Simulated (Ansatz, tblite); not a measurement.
Isomers of Sr$_{6}$S$_{5}$⁺ (doublet), found by a short tight-binding search and relaxed with r2SCAN-D4/def2-SVP, loosely relaxed in Ansatz.

In the def2 sets Sr takes a core potential; there is no spin–orbit coupling. The xTB rows come from tblite.

A: The geometry of the charge 1 doublet is only loosely relaxed. B: At r2SCAN-D4/def2-TZVP the gap within one spin of the charge 1 doublet nearly closes, so an electron or hole may be smeared out by delocalisation error.

Other spin states were run for one of them alone.

A:

```tsv
atom	x (Å)	y (Å)	z (Å)
Sr1	-0.0701	-3.6749	2.1003
Sr2	-0.0357	0.2678	-0.5018
Sr3	0.7894	0.5272	4.1417
Sr4	-0.4774	2.0141	-4.0541
Sr5	-1.2671	3.8915	0.5704
Sr6	0.9347	-2.6522	-3.0303
S7	-0.0491	-2.6464	-0.4456
S8	0.4935	-2.1218	4.1857
S9	0.2025	1.9508	1.8682
S10	1.2200	0.0683	-3.1680
S11	-1.7406	2.3757	-1.6666
```

B:

```xyz
11

Sr    1.544    0.964   -0.537
Sr   -1.396    1.564   -2.516
Sr   -0.088    4.557   -0.425
Sr   -1.416   -0.663    1.080
Sr    0.690   -3.176   -0.393
Sr    0.829   -2.863    3.474
S     0.986    3.054   -2.461
S    -0.421   -0.953   -1.716
S    -1.212    2.119    0.351
S    -1.168   -3.484    1.693
S     1.652   -1.119    1.452
```

**Question.** Estimate which lies lowest at each level, and how far above it the others are (eV).

**Answer.** 
```tsv
level	A	B
GFN1-xTB	1.25	0.00
PBE-D4/def2-TZVP	1.51	0.00
r2SCAN-D4/def2-TZVP	1.49	0.00
PBE0-D4/def2-TZVP	1.51	0.00
```
Point groups (tolerance 0.1 Å): A not assigned, B C2. Lower isomers may exist.
